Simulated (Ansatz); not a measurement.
Total energies of BiH2(SMe) (CH5BiS) from Ansatz at PBE-D4/def2-TZVP, gas phase (1 Eh = 27.2114 eV = 2625.5 kJ/mol). The reference geometry is relaxed at r2SCAN-D4/def2-TZVP.

Cartesian coordinates in Å:
```
Bi 0.501 0.235 -1.784
H 0.060 1.911 -2.257
H 2.233 0.677 -1.930
S 0.434 0.699 0.699
C -0.644 -0.678 1.216
H -1.640 -0.601 0.778
H -0.737 -0.597 2.300
H -0.206 -1.648 0.979
```

| state | geometry | energy (Eh) |
| --- | --- | --- |
| charge 0 singlet | reference | -653.76868 |
| charge 1 doublet | reference | -653.45960 |
| free Bi atom (quartet) | – | -214.63705 |
| free H atom (doublet) | – | -0.49962 |
| free S atom (triplet) | – | -397.93833 |
| free C atom (triplet) | – | -37.79597 |

In the def2 sets Bi takes a core potential; there is no spin–orbit coupling.

(1) Work out the vertical ionisation energy to the doublet.

(2) What is the binding energy per atom against free atoms?

(1) E(charge 1 doublet) − E(charge 0 singlet) = -653.45960 − (-653.76868) = 0.30908 Eh = 8.41 eV. For comparison, −ε of the highest occupied level is 5.32 eV at this level, 3.09 eV less.

(2) Atoms: 1 × (-214.63705) + 5 × (-0.49962) + 1 × (-397.93833) + 1 × (-37.79597) = -652.86945 Eh. Binding: -652.86945 − (-653.76868) = 0.89923 Eh = 24.47 eV, or 3.06 eV for each of 8 atoms (no zero-point energy, no counterpoise term).
